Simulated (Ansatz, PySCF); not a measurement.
Molecule: SeO (charge 0, triplet). 
Geometry from a B3LYP-D3(BJ)/def2-TZVP (Ansatz, a quantum-chemistry and plane-wave program) optimisation:
SMILES: O=[Se]
```xyz
2

O      0.0000     0.0000    -1.3342
Se     0.0000     0.0000     0.3139
```
Charge 0, spin multiplicity 3.

Dipole moments at this geometry, in debye (magnitudes).

| level | program | dipole (D) |
|---|---|---|
| TPSS/def2-TZVPD | PySCF | 1.92 |
| r2SCAN/def2-TZVPD | PySCF | (withheld) |
| B3LYP/def2-TZVPD | Ansatz | 2.13 |
| BHLYP/def2-TZVPD | Ansatz | 2.32 |
| CCSD(T)/aug-cc-pVDZ | Ansatz | (withheld) |

Fill in the missing entries.


- r2SCAN/def2-TZVPD, dipole (D): 1.96
- CCSD(T)/aug-cc-pVDZ, dipole (D): 2.19
